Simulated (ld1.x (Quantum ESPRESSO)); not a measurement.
**Plane-wave convergence, RRKJ potential for tellurium (Te)**

- Element: Te (Z = 52)
- Generator: ld1.x (Quantum ESPRESSO) 7.5
- Type: norm-conserving RRKJ (Kleinman–Bylander form)
- Functional: PBE
- Relativity: scalar-relativistic
- Frozen core: [Kr] 4d10
- Valence charge: 6
- Reference configuration: 5s1 5p5
- Partial waves: 5s (bound): rc 1.75 bohr; 5p (bound): rc 1.75 bohr
- Local potential: the p channel
- Core correction: Bessel-smoothed model core, default radius (core density twice the valence density)
- rho0: 0.02

The pseudo-atom Hamiltonian at the reference potential is diagonalised in spherical Bessel functions j_l(qr) that vanish at 20 bohr, with q² up to the cutoff. All-electron valence levels (Ry): 5s -1.1655, 5p -0.4780.

Q: How do the lowest levels (Ry) of each channel move with the cutoff, and are there ghosts?

A:

| cutoff (Ry) | s #1 | s #2 | p #1 | d #1 | f #1 | f #2 | Σ f·Δε (mRy) |
| --- | --- | --- | --- | --- | --- | --- | --- |
| 8 | -1.6553 | -0.9387 | -0.4571 | 0.0495 | 0.1135 | 0.2362 | 331.6 |
| 12 | -3.3294 | -1.1056 | -0.4635 | 0.0493 | 0.1135 | 0.2362 | 132.6 |
| 15 | -3.9666 | -1.1081 | -0.4643 | 0.0492 | 0.1135 | 0.2362 | 125.9 |
| 21 | -4.4469 | -1.1140 | -0.4660 | 0.0490 | 0.1135 | 0.2362 | 111.6 |
| 25 | -4.4497 | -1.1219 | -0.4703 | 0.0490 | 0.1135 | 0.2362 | 82.6 |
| 35 | -4.8271 | -1.1505 | -0.4767 | 0.0489 | 0.1135 | 0.2362 | 21.6 |
| 45 | -5.4536 | -1.1625 | -0.4772 | 0.0489 | 0.1135 | 0.2362 | 7.2 |
| 50 | -5.6676 | -1.1648 | -0.4773 | 0.0489 | 0.1135 | 0.2362 | 4.6 |
| 60 | -5.7399 | -1.1655 | -0.4777 | 0.0489 | 0.1135 | 0.2362 | 1.9 |
| 70 | -5.7425 | -1.1655 | -0.4779 | 0.0488 | 0.1135 | 0.2362 | 0.7 |
| 90 | -5.7576 | -1.1656 | -0.4779 | 0.0488 | 0.1135 | 0.2362 | 0.5 |
| 400 | -5.7641 | -1.1656 | -0.4780 | 0.0488 | 0.1135 | 0.2362 | 0.0 |

Result: ghost state, extra bound levels that the all-electron valence spectrum of the same l lacks: s at -78.4 eV (a true bound ghost makes a file unfit for plane-wave use); 10 mRy is reached at 45 Ry and 1 mRy at 70 Ry.
